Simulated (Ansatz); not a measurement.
Consider the formal exchange of groups at a C–C bond: `C/C=C\C[SiH3]` + `OCN[SiH3]` → `CC(O)N[SiH3]` + `C=CC[SiH3]`.

Gas-phase electronic energies from Ansatz, PBE0-D4/def2-TZVP geometries. CCSD(T)/CBS adds triple-zeta CCSD(T) − MP2 to the extrapolated MP2 energy (def2 sets, frozen cores). Functionals use def2-TZVPP. B3LYP here is the variant with VWN-RPA as its local correlation; programs differ in this. One conformer a species, not always the lowest.

```csv
level,ΔE (kJ/mol)
r2SCAN-D4,-9.7
B2PLYP,-9.2
r2SCAN,-9.9
B3LYP,-7.7
HF/def2-TZVPP,-12.2
MP2/def2-QZVPP,-10.1
HF/CBS(def2),-12.2
MP2/CBS(def2),-10.2
```

Task: What does CCSD(T)/CBS give? (Estimate.)

Result: Ansatz gave: -11.5 kJ/mol. The listed levels differ from it by 1.8, 2.3, 1.6, 3.8, -0.7, 1.4, -0.7, 1.3 kJ/mol.

Largest T1 diagnostic among the species: 0.011.
